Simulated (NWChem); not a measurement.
The numbers come from NWChem runs, not from measurements. System: Zn, charge 0, spin multiplicity 1. Level: MP2/def2-QZVP, 9 core orbitals frozen.

NWChem printed:

```
             Northwest Computational Chemistry Package (NWChem) 7.3.0
             --------------------------------------------------------

                                NWChem Input Module
                                -------------------

 Scaling coordinates for geometry "geometry" by  1.889725989
 (inverse scale =  0.529177249)

                             Geometry "geometry" -> ""
                             -------------------------

 Output coordinates in angstroms (scale by  1.889725989 to convert to a.u.)

  No.       Tag          Charge          X              Y              Z
 ---- ---------------- ---------- -------------- -------------- --------------
    1 Zn                  30.0000     0.00000000     0.00000000     0.00000000

 Effective nuclear repulsion energy (a.u.)       0.0000000000

            Nuclear Dipole moment (a.u.)
            ----------------------------
        X                 Y               Z
 ---------------- ---------------- ----------------
     0.0000000000     0.0000000000     0.0000000000

      Symmetry information
      --------------------

 Group name             D2h
 Group number             26
 Group order               8
 No. of unique centers     1

      Symmetry unique atoms

     1


 Summary of "ao basis" -> "" (spherical)
 ------------------------------------------------------------------------------
       Tag                 Description            Shells   Functions and Types
 ---------------- ------------------------------  ------  ---------------------
 *                         def2-qzvp                  on all atoms

 Summary of "ao basis" -> "ao basis" (spherical)
 ------------------------------------------------------------------------------
       Tag                 Description            Shells   Functions and Types
 ---------------- ------------------------------  ------  ---------------------
 Zn                        def2-qzvp                26       84   11s6p5d3f1g

                                 NWChem SCF Module
                                 -----------------

  ao basis        = "ao basis"
  functions       =    84
  atoms           =     1
  closed shells   =    15
  open shells     =     0
  charge          =   0.00
  wavefunction    = RHF
  use symmetry    = T
  symmetry adapt  = T

 Summary of "ao basis" -> "ao basis" (spherical)
 ------------------------------------------------------------------------------
       Tag                 Description            Shells   Functions and Types
[...]
  Mulliken analysis of the total density
  --------------------------------------

    Atom       Charge   Shell Charges
 -----------   ------   -------------------------------------------------------
    1 Zn  30    30.00   1.93 -0.04  0.16  0.99  0.85  0.32  1.16  0.58  0.49  1.07  0.47  6.00  5.65  0.35 -0.00  0.00 -0.00  5.57  2.77  1.41  0.25  0.00  0.00  0.00  0.00
  0.00

       Multipole analysis of the density wrt the origin
       ------------------------------------------------

     L   x y z        total         open         nuclear
     -   - - -        -----         ----         -------
     0   0 0 0     -0.000000      0.000000     30.000000

     1   1 0 0      0.000000      0.000000      0.000000
     1   0 1 0      0.000000      0.000000      0.000000
     1   0 0 1      0.000000      0.000000      0.000000

     2   2 0 0    -11.658610      0.000000      0.000000
     2   1 1 0     -0.000000      0.000000      0.000000
     2   1 0 1     -0.000000      0.000000      0.000000
     2   0 2 0    -11.658610      0.000000      0.000000
     2   0 1 1      0.000000      0.000000      0.000000
     2   0 0 2    -11.658610      0.000000      0.000000

                   NWChem MP2 Semi-direct Energy/Gradient Module
                   ---------------------------------------------

  Basis functions       =     84
  Molecular orbitals    =     84
  Frozen core           =      9
  Frozen virtuals       =      0
  Active alpha occupied =      6
  Active beta occupied  =      6
  Active alpha virtual  =     69
  Active beta virtual   =     69
  Use MO symmetry       = T
  Use skeleton AO sym   = T

  AO/Fock/Back tols     =   1.0D-09  1.0D-09  1.0D-09

 GA uses MA = F    GA memory limited = T

 Available:
  local mem=  1.26D+08
 global mem=  1.44D+08
 local disk=  0.00D+00
  mp2_memr nvloc                    69
  nvloc new                    69
   1 passes of   6:        7340032                      48598                   5037277.
   1 passes of   6: M    126151203           G      144165088           F     118811171.

 Semi-direct pass number   1 of   1  for RHF alpha+beta  at        3.7s
  vrange nnbf                  3570
  mp2_eaftype                    19  avail_ma_in_mb                  1099
 EAF : mp2_eaftype filesize          19    2518638.
  mp2_eaf for mointskh                     19
Node 0 wrote     11.8 Mb in      0.0 s     Agg I/O rate:   549.8 Mb/s
 Done moints_semi at       11.3s
  mp2_eaftype                    19  avail_ma_in_mb                  1080
 EAF : mp2_eaftype filesize          19    2518638.
  mp2_eaf for kh                    19
 Done maket at       11.4s
 Done multipass loop at       11.4s

          -------------------------------------------
          SCF energy               -1777.847171412523
          Correlation energy          -0.510480046147
          Singlet pairs               -0.236859898785
          Triplet pairs               -0.273620147361
          Total MP2 energy         -1778.357651458669
          -------------------------------------------

          ---------------------------------------------------
                    Spin Component Scaled (SCS) MP2
          Same spin pairs                     -0.182413431574
          Same spin scaling factor             0.333333333333
          Opposite spin pairs                 -0.328066614573
          Opposite spin scaling fact.          1.200000000000
          SCS-MP2 correlation energy          -0.454484414678
          Total SCS-MP2 energy             -1778.301655827201
          ---------------------------------------------------

 -----------------------
 Performance information
 -----------------------

 Timer overhead =  1.37D-07 seconds/call

               Nr. of calls         CPU time (s)                 Wall time (s)                GFlops
             ---------------    -------------------     ------------------------------   -------------------
Name         Min   Avg   Max    Min     Avg     Max     Min     Avg     Max   Mx/calls   Min     Max     Sum
mp2: moin     1     1     1    7.6     7.6     7.6      7.6     7.6     7.6     7.6      0.0     0.0     0.0
mp2: make     1     1     1   6.26E-2 6.26E-2 6.26E-2  6.26E-2 6.26E-2 6.26E-2 6.26E-2   0.0     0.0     0.0
mp2: tota     1     1     1    7.9     7.9     7.9      7.9     7.9     7.9     7.9      0.0     0.0     0.0

 The average no. of pstat calls per process was 3.00D+00
 with a timing overhead of 4.10D-07s

 Task  times  cpu:       11.4s     wall:       11.4s

 Total times  cpu:       11.4s     wall:       11.4s
```

Q: Write an NWChem input that would produce this output.

A: One answer among several that fit: 
```
start mol
memory heap 200 mb stack 900 mb global 1100 mb
geometry units angstroms nocenter noautoz
  Zn     0.000000     0.000000     0.000000
  symmetry group D2h
end
basis spherical
  * library def2-qzvp
end
scf
  rhf
  nopen 0
  maxiter 100
  thresh 1e-7
  semidirect memsize 60000000 filesize 0
end
mp2
  freeze core 9
end
task mp2 energy
```
